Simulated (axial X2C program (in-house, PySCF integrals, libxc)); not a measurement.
# Potential curves of MgTc, with spin–orbit coupling

Computed with an in-house all-electron X2C program for linear molecules (integrals from PySCF). Two-component (2c) means X2C with spin–orbit coupling and atomic mean-field two-electron Coulomb and Gaunt terms. Basis: Tc dyall-cv3z [12s12p8d5f3g], Mg dyall-cv3z [9s8p6d3f] (cores contracted in-house); Gaussian nuclei, density fitting, unrestricted open shells. Masses: Tc 98.907 u, Mg 23.985 u.

State: Ω = 7/2 (⟨Sz⟩ = 2.50, ⟨Lz⟩ = 1.00 at HF). Energies in cm⁻¹ from the fragments at the same level (Tc + Mg). Fits are polynomials in 1 − R0/R over 0.85 to 1.23 times the lowest point R0.

| R (Å) | HF | B3LYP |
| --- | --- | --- |
| 2.3995 | 9425 | -1636 |
| 2.5098 | 7460 | -3085 |
| 2.5925 | 6475 | -3706 |
| 2.6753 | 5805 | -4027 |
| 2.7580 | 5374 | -4128 |
| 2.8545 | 5089 | -4044 |
| 2.9511 | 4967 | -3807 |
| 3.0752 | 4962 | -3377 |
| 3.2269 | 5088 | -2754 |
| 3.4475 | 5360 | -1854 |

The state is one determinant whose occupation by symmetry is held fixed; it was picked as the lowest of a PBE0 search that is not exhaustive. De is counted from the lowest determinant-based energies of the atoms at the same level, without counterpoise correction. Density functionals use the spin component along the axis (collinear). PBE0 can misorder states that lie within some tenths of an eV, so this need not be the ground state of the molecule. The nearest other spin-free determinant of the search, M_S = 5/2, Λ = 0, lies 0.07 eV up at the distance of the search. Without a current term, density functionals place determinants with orbital angular momentum somewhat too high. The atomic limit has a lower orbital projection than the molecule and lies lower at mean-field level, so De may be about a tenth of an eV too small. With several unpaired electrons one determinant need not be a pure state. A state of lower Ω lies just above, and one determinant can place such states too high, so the state shown need not be the lowest. The search has Ω = 3/2 only 0.08 eV up. The determinant is spin-polarised beyond a pure state at some levels (its spin-free form has ⟨S²⟩ too high), which makes Re and μ there less reliable.

**Question.** Fit the HF curve near its minimum: give the equilibrium distance, the harmonic wavenumber and the well depth.

**Answer.** At HF, 2c: Re = 3.014 Å, ωe ≈ 123 cm⁻¹, De = -0.61 eV to Tc + Mg; Be follows as 0.0961 cm⁻¹.

**Question.** Fit the B3LYP curve near its minimum: give the equilibrium distance, the harmonic wavenumber and the well depth.

**Answer.** At B3LYP, 2c: Re = 2.763 Å, ωe ≈ 201 cm⁻¹, De = 0.51 eV to Tc + Mg; Be follows as 0.114 cm⁻¹.
